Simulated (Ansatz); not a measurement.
Bn: binding per atom (eV) at several levels, gas phase, relaxed structures; Ansatz. Clusters are the lowest isomers that short searches found in that spin, judged at the geometry's level. Binding counts from free atoms in the multiplicity of their measured ground term, without zero-point energy. Singlets are spin-restricted. The structures are stationary points that may keep the symmetry of their start. Remarks come from the PBE and PBE0 runs and from stability tests at other levels; not every state was tested.

```csv
species,state,geometry,PBE-D4/def2-SVP,PBE-D4/def2-TZVP,r2SCAN-D4/def2-TZVP,PBE0-D4/def2-SVP,PBE0-D4/def2-TZVP,remarks
B3,doublet,PBE-D4/def2-TZVP,3.31,3.27,3.14,3.10,3.05,spin-contaminated (⟨S²⟩ up to 0.86)
B4,singlet,PBE-D4/def2-TZVP,3.93,3.88,3.71,3.76,3.69,–
B5,doublet,PBE-D4/def2-SVP,4.26,4.19,4.08,4.12,4.03,spin-contaminated (⟨S²⟩ up to 0.98)
B9,doublet,PBE-D4/def2-SVP,4.93,4.86,4.73,4.80,4.71,–
B11,doublet,r2SCAN-D4/def2-SVP,5.07,4.97,4.83,4.94,4.82,–
B13,doublet,PBE-D4/def2-SVP,5.32,5.22,5.09,5.19,5.08,–
```
